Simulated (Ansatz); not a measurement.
Two members of one family (Series B2X4), computed with Ansatz in the gas phase. The two geometries come from different levels. Binding counts from free atoms in the multiplicity of their measured ground term, without zero-point energy. A dash marks a value that wasn't run or was left out as unsound. The structures are stationary points that may keep the symmetry of their start. Remarks come from the PBE and PBE0 runs and from stability tests at other levels; not every state was tested. HOMO above LUMO (over both spins in singlets and doublets, within one spin in higher multiplets; at PBE or PBE0), or a gap under 0.15 eV within one spin, warns that the state may not be the lowest or that an electron is smeared out.

First: B2(Br)4 (singlet, charge 0, PBE-D4/def2-SVP geometry).

```xyz
6

B     0.3403   -0.0846    0.7666
Br    0.8965   -1.8124    1.3738
Br    0.5501    1.4541    1.8856
B    -0.3397    0.0839   -0.7662
Br    0.7859    0.4519   -2.2706
Br   -2.2330   -0.0929   -0.9892
```

```tsv
level	HOMO (eV)	LUMO (eV)	gap (eV)	vertical IE (eV)	vertical triplet (eV)	binding per atom (eV)
PBE-D4/def2-TZVP	-6.86	-3.16	3.70	9.31	3.41	3.45
B3LYP-D4/6-31G	-7.93	-2.51	5.42	–	–	3.07
PBE0-D4/def2-SVP	-8.02	-2.25	5.78	–	–	3.43
PBE0-D4/def2-TZVP	-8.12	-2.36	5.76	9.82	3.81	3.37
PBE0-D4/def2-TZVPD	-8.14	-2.41	5.73	–	–	3.37
```

Remarks: gap within one spin near zero at PBE or PBE0 (triplet).

Second: B2(Cl)4 (singlet, charge 0, PBE0-D4/def2-SVP geometry).

Cartesian coordinates in Å:
```
B 0.1873 -0.6944 0.4458
Cl 0.9634 -0.5555 2.0063
Cl -0.1927 -2.2796 -0.1834
B -0.1890 0.6938 -0.4472
Cl -1.6598 1.5797 -0.1215
Cl 0.8907 1.2562 -1.7001
```

Q: Estimate the same table for the second.

A: 
```tsv
level	HOMO (eV)	LUMO (eV)	gap (eV)	vertical IE (eV)	vertical triplet (eV)	binding per atom (eV)
PBE-D4/def2-TZVP	-7.16	-3.07	4.08	9.91	3.73	3.88
B3LYP-D4/6-31G	-8.49	-2.52	5.97	–	–	3.32
PBE0-D4/def2-SVP	-8.35	-1.93	6.42	–	–	3.87
PBE0-D4/def2-TZVP	-8.51	-2.20	6.32	10.43	4.14	3.80
PBE0-D4/def2-TZVPD	-8.56	-2.28	6.27	–	–	3.80
```
